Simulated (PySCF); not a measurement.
## Basis and Hamiltonian dependence of the excitation energy of Tc

Tc [Kr] 4d5 5s2 (6S) → Tc [Kr] 4d4 5s2 6s1 (6D). All values are computed (PySCF 2.14, energy differences of UHF-based or UKS calculations, no spin-orbit coupling). Values in eV.

```tsv
basis	Hamiltonian	functions	UHF	r2SCAN	PBE0	MP2 (valence)
aug-cc-pVDZ-PP with ECP28MDF	ECP	54	9.767	10.452	10.213	10.204
def2-TZVPPD with the def2 core potential (28 electrons)	ECP	56	10.961	11.241	11.033	11.202
aug-cc-pwCVDZ-PP with ECP28MDF	ECP	70	9.632	10.341	10.089	10.090
def2-QZVPPD with the def2 core potential (28 electrons)	ECP	88	10.104	10.573	10.352	10.495
x2c-TZVPPall with one added diffuse shell each of s, p, d, f type	spin-free X2C	95	9.623	10.477	10.197	10.092
aug-cc-pwCVTZ-PP with ECP28MDF	ECP	122	9.577	10.267	10.031	10.063
dyall-av2z	non-relativistic	136	10.311	11.168	10.861	10.686
```

Frozen in the all-electron rows: valence: [Kr]; with a core potential, the same shells as far as they lie outside it.

At MP2 (valence), def2-TZVPPD with the def2 core potential (28 electrons), def2-QZVPPD with the def2 core potential (28 electrons) lie more than 0.3 eV from the median of the rows with comparable relativity. Of these, def2-TZVPPD with the def2 core potential (28 electrons), def2-QZVPPD with the def2 core potential (28 electrons) have no diffuse functions of the l that the added or promoted electron needs.

Non-relativistic rows lack the scalar-relativistic shift. The upper state lies above the first ionisation limit, where it may autoionise and the basis confines it. A Rydberg-like electron needs more diffuse functions than a valence basis has.
